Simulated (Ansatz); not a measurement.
Molecule: C$_{4}$H$_{7}$B (charge 0, singlet). 
Geometry from a B3LYP-D3(BJ)/def2-TZVP (Ansatz, an electronic-structure program) optimisation:
SMILES: C#CB(C)C
```xyz
12

C      2.1383    -0.9330     0.0504
C      1.0313    -0.4500     0.0243
B     -0.3651     0.1593    -0.0086
C     -0.5286     1.7107     0.1406
C     -1.6070    -0.7789    -0.1910
H      3.1128    -1.3581     0.0734
H      0.2631     2.1906     0.7170
H     -1.5036     2.0041     0.5356
H     -0.4691     2.1309    -0.8740
H     -1.3980    -1.6954    -0.7438
H     -1.9147    -1.0909     0.8178
H     -2.4687    -0.2710    -0.6292
```

Property: atomisation energy (electronic, to ground-state atoms); the coupled-cluster value holds the core correlation from cc-pwCVTZ, in eV. Valence correlation only, unless marked. Open shells are spin-unrestricted. No spin-orbit coupling. No relativistic terms. Basis-set limits of correlation are two-point, X^-3; Hartree-Fock from the larger set.

Level to compare with: CCSD(T)/CBS(aug-cc-pVTZ,aug-cc-pVQZ) plus the core term (Ansatz), 52.11 eV. It is a level with limits of its own, and the differences hold the functionals' basis error too.

### Question
Rank these functionals by how close they come to CCSD(T)/CBS(aug-cc-pVTZ,aug-cc-pVQZ), closest first: PBE0/def2-TZVPD (Ansatz); BHLYP/def2-TZVPD (Ansatz); SVWN5/def2-TZVPD (Ansatz).

### Answer
PBE0/def2-TZVPD (global hybrid, 52.31 eV, difference 0.20), BHLYP/def2-TZVPD (global hybrid, 50.65 eV, difference -1.46), SVWN5/def2-TZVPD (LDA, 58.92 eV, difference 6.81)
